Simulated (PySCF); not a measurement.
H$_{12}$O$_{6}$Ti (SMILES [OH2]->[Ti+3](<-[OH2])(<-[OH2])(<-[OH2])(<-[OH2])<-[OH2]), charge +3, doublet, geometry from GFN2-xTB (such geometries of metal compounds can be far from the true shape), with bond 19-17 at 2.0 times its length; PySCF with B3LYP/STO-3G.

Here is a job for PySCF.
```python
from pyscf import gto, scf, dft

mol = gto.Mole()
mol.atom = '''
    Ti    0.00000000   -0.00000000    0.00000000
    O    -0.62795870    1.69434690   -0.91677950
    H    -1.52378457    2.08531234   -0.97029631
    H    -0.07297740    2.32338839   -1.42299588
    O     1.55687199    1.05393829    0.75564005
    H     1.51375231    1.93929188    1.17306331
    H     2.50792783    0.82637641    0.79957606
    O     1.04511822   -0.45152455   -1.67615085
    H     1.96574695   -0.76859606   -1.77680075
    H     0.72000546   -0.39573026   -2.59872397
    O    -1.04511822    0.45152455    1.67615085
    H    -1.96574695    0.76859606    1.77680075
    H    -0.72000546    0.39573026    2.59872397
    O    -1.55687199   -1.05393829   -0.75564005
    H    -1.51375231   -1.93929188   -1.17306331
    H    -2.50792783   -0.82637641   -0.79957606
    O     0.62795870   -1.69434690    0.91677950
    H     0.07297740   -2.32338839    1.42299588
    H     2.41961044   -2.47627778    1.02381312
'''
mol.basis = 'sto-3g'
mol.charge = 3
mol.spin = 1
mol.verbose = 4
mol.build()

mf = dft.UKS(mol)
mf.xc = 'b3lyp'
mf.init_guess = 'vsap'
mf.kernel()
```

The log (banner, timings and long lists left out):

```
PySCF version 2.14.0

[INPUT] verbose = 4
[INPUT] num. atoms = 19
[INPUT] num. electrons = 79
[INPUT] charge = 3
[INPUT] spin (= nelec alpha-beta = 2S) = 1
[INPUT] symmetry False subgroup None
[INPUT] Mole.unit = angstrom
[INPUT] Symbol           X                Y                Z      unit          X                Y                Z       unit  Magmom
[INPUT]  1 Ti     0.000000000000   0.000000000000   0.000000000000 AA    0.000000000000   0.000000000000   0.000000000000 Bohr   0.0
[INPUT]  2 O     -0.627958700000   1.694346900000  -0.916779500000 AA   -1.186669960538   3.201851601006  -1.732462171616 Bohr   0.0
[INPUT]  3 H     -1.523784570000   2.085312340000  -0.970296310000 AA   -2.879535510138   3.940669206776  -1.833594285576 Bohr   0.0
[INPUT]  4 H     -0.072977400000   2.323388390000  -1.422995880000 AA   -0.137907299283   4.390567738094  -2.689072489584 Bohr   0.0
[INPUT]  5 O      1.556871990000   1.053938290000   0.755640050000 AA    2.942061672107   1.991654720292   1.427952743253 Bohr   0.0
[INPUT]  6 H      1.513752310000   1.939291880000   1.173063310000 AA    2.860577286328   3.664730528793   2.216768382676 Bohr   0.0
[INPUT]  7 H      2.507927830000   0.826376410000   0.799576060000 AA    4.739296738875   1.561625090701   1.510979769159 Bohr   0.0
[INPUT]  8 O      1.045118220000  -0.451524550000  -1.676150850000 AA    1.974987203593  -0.853257738017  -3.167466049957 Bohr   0.0
[INPUT]  9 H      1.965746950000  -0.768596060000  -1.776800750000 AA    3.714723365699  -1.452436053820  -3.357666795422 Bohr   0.0
[INPUT] 10 H      0.720005460000  -0.395730260000  -2.598723970000 AA    1.360613127591  -0.747821810603  -4.910876576642 Bohr   0.0
[INPUT] 11 O     -1.045118220000   0.451524550000   1.676150850000 AA   -1.974987203593   0.853257738017   3.167466049957 Bohr   0.0
[INPUT] 12 H     -1.965746950000   0.768596060000   1.776800750000 AA   -3.714723365699   1.452436053820   3.357666795422 Bohr   0.0
[INPUT] 13 H     -0.720005460000   0.395730260000   2.598723970000 AA   -1.360613127591   0.747821810603   4.910876576642 Bohr   0.0
[INPUT] 14 O     -1.556871990000  -1.053938290000  -0.755640050000 AA   -2.942061672107  -1.991654720292  -1.427952743253 Bohr   0.0
[INPUT] 15 H     -1.513752310000  -1.939291880000  -1.173063310000 AA   -2.860577286328  -3.664730528793  -2.216768382676 Bohr   0.0
[INPUT] 16 H     -2.507927830000  -0.826376410000  -0.799576060000 AA   -4.739296738875  -1.561625090701  -1.510979769159 Bohr   0.0
[INPUT] 17 O      0.627958700000  -1.694346900000   0.916779500000 AA    1.186669960538  -3.201851601006   1.732462171616 Bohr   0.0
[INPUT] 18 H      0.072977400000  -2.323388390000   1.422995880000 AA    0.137907299283  -4.390567738094   2.689072489584 Bohr   0.0
[INPUT] 19 H      2.419610440000  -2.476277780000   1.023813120000 AA    4.572401059738  -4.679486812546   1.934726399536 Bohr   0.0

nuclear repulsion = 622.333118745909
number of shells = 38
number of NR pGTOs = 180
number of NR cGTOs = 60
basis = sto-3g
ecp = {}

******** <class 'pyscf.dft.uks.UKS'> ********
method = UKS
initial guess = vsap
damping factor = 0
level_shift factor = 0
DIIS = <class 'pyscf.scf.diis.CDIIS'>
diis_start_cycle = 1
diis_space = 8
diis_damp = 0
SCF conv_tol = 1e-09
SCF conv_tol_grad = None
SCF max_cycles = 50
direct_scf = True
direct_scf_tol = 1e-13
number electrons alpha = 40  beta = 39
XC library pyscf.dft.libxc version 7.1.2
    S. Lehtola, C. Steigemann, M. J. T. Oliveira, and M. A. L. Marques,  SoftwareX 7, 1–5 (2018)
XC functionals = b3lyp
    P. J. Stephens, F. J. Devlin, C. F. Chabalowski, and M. J. Frisch,  J. Phys. Chem. 98, 11623 (1994)
radial grids:
    Treutler-Ahlrichs [JCP 102, 346 (1995); DOI:10.1063/1.469408] (M4) radial grids

becke partition: Becke, JCP 88, 2547 (1988); DOI:10.1063/1.454033
pruning grids: <function nwchem_prune>
grids dens level: 3
symmetrized grids: False
atomic radii adjust function: <function treutler_atomic_radii_adjust>
small_rho_cutoff = 0
Set gradient conv threshold to 3.16228e-05
tot grids = 223096

init E= -1290.99129191805
cycle= 1 E= -1290.67634031465  delta_E= 0.315  |g|= 1.25  |ddm|= 3.39
cycle= 2 E= -1291.11681614031  delta_E= -0.44  |g|= 1.06  |ddm|= 3.25
cycle= 3 E= -1291.95853939184  delta_E= -0.842  |g|= 0.215  |ddm|=  1.4
cycle= 4 E= -1292.10275637946  delta_E= -0.144  |g|= 0.231  |ddm|= 1.44
cycle= 5 E= -1292.11834318646  delta_E= -0.0156  |g|= 0.157  |ddm|= 0.275
cycle= 6 E= -1292.13559425798  delta_E= -0.0173  |g|= 0.132  |ddm|= 0.175
cycle= 7 E= -1292.15012462458  delta_E= -0.0145  |g|= 0.0746  |ddm|= 0.14
cycle= 8 E= -1292.1571081087  delta_E= -0.00698  |g|= 0.00494  |ddm|= 0.174
cycle= 9 E= -1292.15715663893  delta_E= -4.85e-05  |g|= 0.00504  |ddm|= 0.0285
cycle= 10 E= -1292.15718852047  delta_E= -3.19e-05  |g|= 0.00303  |ddm|= 0.0124
cycle= 11 E= -1292.15719963553  delta_E= -1.11e-05  |g|= 0.00104  |ddm|= 0.00887
cycle= 12 E= -1292.15720074562  delta_E= -1.11e-06  |g|= 0.000133  |ddm|= 0.00262
cycle= 13 E= -1292.15720080007  delta_E= -5.44e-08  |g|= 4.47e-05  |ddm|= 0.000814
cycle= 14 E= -1292.15720080528  delta_E= -5.21e-09  |g|= 2.19e-05  |ddm|= 0.000204
cycle= 15 E= -1292.15720080652  delta_E= -1.24e-09  |g|= 6.61e-06  |ddm|= 0.000123
cycle= 16 E= -1292.15720080661  delta_E= -9.55e-11  |g|= 3.12e-06  |ddm|= 3.19e-05
Extra cycle  E= -1292.15720080663  delta_E= -1.77e-11  |g|= 2.82e-06  |ddm|= 1.22e-05
converged SCF energy = -1292.15720080663  <S^2> = 0.77642026  2S+1 = 2.026248
```
